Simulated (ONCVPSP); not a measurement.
Nb: from the effect back to the setting (ONCV)

Base potential:

| Property | Result |
| --- | --- |
| Element | Nb |
| Generator | ONCVPSP 4.0.1 |
| Type | optimised norm-conserving Vanderbilt (ONCV) |
| Functional | Wu-Cohen |
| Relativity | non-relativistic |
| Frozen core | [Ar] 3d10 |
| Valence charge | 13 |
| Reference configuration | 4s2 4p6 4d4 5s1 |
| Partial waves | 4s+5s: rc 2.10 bohr, ncon 4, nbas 7, qcut 4.5 1/bohr, 2 projectors; 4p: rc 1.70 bohr, ncon 5, nbas 8, qcut 9.3 1/bohr, 2 projectors, debl 1.5 Ha; 4d: rc 2.30 bohr, ncon 4, nbas 8, qcut 7.6 1/bohr, 2 projectors, debl 2 Ha |
| Local potential | polynomial inside 1.55 bohr (lpopt 5, dvloc0 0 Ha) |
| Core correction | Teter function, fcfact 5.25, rcfact 1.4 |

Cutoffs, loose and tight: the cutoffs (Ha) at which the residual kinetic energy of the hardest occupied pseudo-wave falls to 1 and 0.1 mHa per electron. They do not see the model core or the augmentation charge, which bear on the density cutoff. Test errors are all-electron minus pseudo excitation energies from the reference, over the configurations 4s2 4p6 4d4 5s0; 4s2 4p6 4d3 5s0; 4s2 4p6 4d2 5s0; 4s2 4p6 4d4 5s0 5p1; variants that change the core or the reference have their own tests. The largest error is taken over the tests solved by every variant that gives reliable tests at all, those not shown here included: 4s2 4p6 4d3 5s0; 4s2 4p6 4d4 5s0; 4s2 4p6 4d4 5s0 5p1.

Only the scale of all radii but the core radius (base = 1) is moved:

```tsv
scale of all radii but the core radius (base = 1)	cutoff, loose	cutoff, tight	bound ghosts	largest test error (meV)
0.82	32 Ha	42 Ha	none	-1.1
0.88	32 Ha	38 Ha	none	-1.3
1.03	28 Ha	34 Ha	none	-1.5 over the solved tests; 1 of 4 tests not solved or not reliable
1.2	23 Ha	29 Ha	none	+2.4
1.32	17 Ha	23 Ha	none	+7.0
```

Task: One more run gave cutoff, loose: 27 Ha; cutoff, tight: 32 Ha; bound ghosts: none; largest test error (meV): -1.5. Which value of the scale of all radii but the core radius (base = 1) was used?

Result: 1.08. The tight cutoff moves one way along this sweep, from 42 Ha at 0.82 to 23 Ha at 1.32, which places the run between 1.03 and 1.2.
